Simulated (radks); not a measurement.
Q: The mean radii <r> (bohr) of the occupied orbitals of an atom or ion are listed with their occupations. All-electron calculation, scalar-relativistic Kohn-Sham, XLYP, spin-unpolarised, spherical densities, finite nucleus; Fermi nuclear charge, rms radius of each element as measured or else 0.836 A^(1/3) + 0.57 fm. Program: a radial shooting solver on a logarithmic mesh with Libxc functionals.

orbital  occ.      <r>
1s          2  0.04699
2s          2   0.2100
2p          6   0.1837
3s          2   0.6240
3p          6   0.6464
3d         10   0.7254
4s          1    1.852

Name the element and its charge.

A: Z = 32, germanium, charge +3: Ge3+ in [Ar] 3d10 4s1. The 1s radius gives Z: for a bare nucleus <r> = (2 gamma + 1)/(2Z) with gamma = sqrt(1 - (Z/c)^2), 0.04601 bohr for Z = 32, and screening makes it slightly larger (0.04699 here). The occupations add up to 29, and the charge is Z minus that.
